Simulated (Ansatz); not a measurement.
`C[Se][SnH]([Cl])[Cl]` at its PBE0-D4/def2-TZVP geometry, where that method's forces vanish. Total charge 0; spin multiplicity 1. Sn: def2 effective core potential.

```xyz
9

C     1.5322    0.2137    0.6570
Se   -0.1503    0.9254    1.3694
Sn   -1.5905   -0.0437   -0.4133
Cl   -0.8076    0.6753   -2.4809
Cl   -1.2553   -2.3433   -0.4805
H     1.5032   -0.8733    0.6447
H     1.7157    0.6129   -0.3378
H     2.3056    0.5562    1.3424
H    -3.2530    0.2768   -0.3010
```

Q: What forces (eV/Å) does B3LYP-D4/def2-TZVPP give on these atoms in Ansatz 0.2.0? (Best estimate.)

A: The calculation gave: 
```
C1   0.321 -0.118 -0.108
Se2 -0.121  0.225  0.314
Sn3 -0.265  0.105  0.100
Cl4  0.110  0.108 -0.306
Cl5  0.044 -0.339 -0.009
H6   0.022  0.079 -0.010
H7   0.005 -0.043  0.071
H8  -0.037 -0.032 -0.056
H9  -0.078  0.014  0.004
```

B3LYP here is the variant with VWN-RPA as its local correlation; programs differ in this.
